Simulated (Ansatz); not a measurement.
Reaction (cleavage of the Si–Si bond): `[AlH2][O]C[SiH2][SiH3]` + `N[SiH2][SiH2]Cl` → `[SiH3]N[SiH2][SiH2]Cl` + `[AlH2][O]C[SiH3]`

Isolated molecules relaxed with PBE0-D4/def2-TZVP in Ansatz; ΔE leaves out vibrations. CBS: MP2 limit from def2 TZ/QZ plus the TZ coupled-cluster correction, frozen cores. DFT in def2-TZVPP. Each species was taken in one conformer, which may not be the lowest.

Question: Is it downhill or uphill in electronic energy at CCSD(T)/CBS, and by how much? (Estimate.)

Answer: The calculation gave: Downhill: ΔE = -52.4 kJ/mol.

Question: What do these levels give: r2SCAN-D4, r2SCAN, HF/def2-TZVPP, HF/def2-QZVPP, MP2/def2-QZVPP, CCSD/CBS(def2)? (Estimate.)

Answer: Ansatz gave: r2SCAN-D4 -44.4, r2SCAN -43.3, HF/def2-TZVPP -63.8, HF/def2-QZVPP -65.2, MP2/def2-QZVPP -60.5, CCSD/CBS(def2) -53.9 kJ/mol.

Largest T1 diagnostic among the species: 0.014.

The D4 term adds −6.9 kJ/mol with B3LYP and −3.8 kJ/mol with PBE0; it sums over pairs of atoms, weighted by their polarisabilities, and B3LYP, whose exchange is more repulsive, gets the larger term. In def2-TZVPP, CCSD(T) changes the Hartree–Fock value by +11.2 kJ/mol (the triples alone add +1.4 kJ/mol) and MP2 by +3.7 kJ/mol.

B3LYP here is the variant with VWN-RPA as its local correlation; programs differ in this.
